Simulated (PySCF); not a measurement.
## Co (cobalt, neutral) across methods

[Ar] 3d7 4s1 5s1, high-spin 6F determinant (an excited configuration). Calculation: PySCF 2.14, in aug-cc-pVTZ-DK (8s7p5d3f2g, 93 functions); scalar relativity by spin-free X2C-1e.

| method | E (hartree) | mean ε 3d β (eV) | mean ε 4s α (eV) | mean ε 5s α (eV) | Σ⟨r²⟩ (bohr²) | ⟨S²⟩ |
| --- | --- | --- | --- | --- | --- | --- |
| LC-wPBE | -1392.856 | -16.820 | -12.917 | -2.753 | 96.51 | 8.751 |
| PBE | -1392.808 | -11.673 | -9.665 | -1.696 | 93.12 | 8.750 |
| B3LYP | -1393.087 | -13.745 | -10.344 | -1.816 | 94.26 | 8.751 |
| HSE06 | -1392.840 | -13.593 | -10.111 | -1.702 | 94.63 | 8.751 |
| r2SCANh | -1393.004 | -12.914 | -10.243 | -1.735 | 94.73 | 8.751 |
| LDA | -1390.370 | -11.702 | -9.919 | -1.679 | 92.05 | 8.751 |
| UHF | -1391.72276 | -20.196 | -12.274 | -2.459 | 99.55 | 8.753 |
| r2SCAN | -1393.017 | -12.013 | -9.948 | -1.642 | 94.54 | 8.751 |
| PBE0 | -1392.823 | -13.995 | -10.433 | -1.956 | 94.69 | 8.751 |

The outer electron is Rydberg-like, and this basis confines it to a smaller radius and binds it less than a complete one would.
